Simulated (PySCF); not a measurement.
C5ClO5Re, SMILES [O+]#[C-]->[Re]([Cl])(<-[C-]#[O+])(<-[C-]#[O+])(<-[C-]#[O+])<-[C-]#[O+], multiplicity 1.

Coordinates come from a PBE0-D3(BJ)/def2-SVP optimisation. The spin state was assumed, not searched. The isomer is the one that the SMILES or the coordinates give; other isomers of the formula were not compared. The def2 effective core potentials stand for the cores of Re; spin–orbit coupling is left out.

The numbers are results of TDDFT-CAM-B3LYP/def2-SVP in PySCF 2.14.0, not measurements.

Vertical excitations; the highest root listed may be one member of a degenerate set. Gas-phase values at a fixed geometry. State labels are in the subgroup C2v.

| state | symmetry | energy (eV) | λ (nm) | f | main pairs |
|---|---|---|---|---|---|
| S1 | B2 | 3.64 | 341 | 0.008 | HOMO→LUMO (degenerate set) |
| S2 | B1 | 3.64 | 341 | 0.008 | HOMO−1→LUMO (degenerate set) |
| S3 | A2 | 4.04 | 307 | 0.000 | HOMO→LUMO+1 47 %, HOMO−1→LUMO+2 47 % |
| S4 | A1 | 4.07 | 305 | 0.000 | HOMO−1→LUMO+1 47 %, HOMO→LUMO+2 47 % |
| S5 | A2 | 4.21 | 295 | 0.000 | HOMO−1→LUMO+2 48 %, HOMO→LUMO+1 48 % |
| S6 | A1 | 4.27 | 290 | 0.010 | HOMO→LUMO+2 48 %, HOMO−1→LUMO+1 48 % |
| S7 | A1 | 4.65 | 267 | 0.000 | HOMO−2→LUMO 98 % |
| S8 | B1 | 4.74 | 261 | 0.003 | HOMO→LUMO+3 (degenerate set) |
| S9 | B2 | 4.74 | 261 | 0.003 | HOMO−1→LUMO+3 (degenerate set) |
| S10 | B1 | 5.23 | 237 | 0.001 | HOMO−4→LUMO 67 %, HOMO−2→LUMO+1 27 % |
| T1 | B1 | 3.35 | 370 | 0 | HOMO−1→LUMO (degenerate set) |
| T2 | B2 | 3.35 | 370 | 0 | HOMO→LUMO (degenerate set) |
| T3 | A1 | 3.97 | 313 | 0 | HOMO−1→LUMO+1 46 %, HOMO→LUMO+2 46 % |
| T4 | A2 | 3.98 | 311 | 0 | HOMO→LUMO+1 47 %, HOMO−1→LUMO+2 47 % |
Triplets are in the Tamm–Dancoff approximation, which puts them higher than full response would, so one can lie above its singlet here.
